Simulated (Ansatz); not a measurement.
Molecule: SrCl2, net charge 1, doublet state. SMILES of the parent species: [Cl][Sr][Cl]
Geometry from a B3LYP-D3(BJ)/def2-TZVP (Ansatz, a first-principles code) optimisation:
```xyz
3

Sr    -0.3341    -0.8441    -0.5854
Cl     1.3492     1.1962    -0.2672
Cl    -0.6025     0.6906     1.5757
```
Charge +1, spin multiplicity 2.

**Question.** Give the harmonic wavenumbers at B3LYP-D3(BJ)/def2-TZVP (Ansatz, finite differences of forces, unscaled).

**Answer.** 177, 212, 295 cm⁻¹. Zero-point energy 1.0 kcal/mol.

**Question.** From these and the geometry, give the ideal-gas thermochemistry at 298.15 K and 1 atm (rigid rotor, harmonic oscillator).

**Answer.** Point group C2v, rotational symmetry number 2. Rotational constants 3.822, 2.465, 1.498 GHz. S(trans) 41.09, S(rot) 26.15, S(vib) 5.83, S(elec, spin only) 1.38, S 74.4 cal/(mol K). H(298) - H(0) 3.35 kcal/mol; G - E(el) -17.9 kcal/mol.
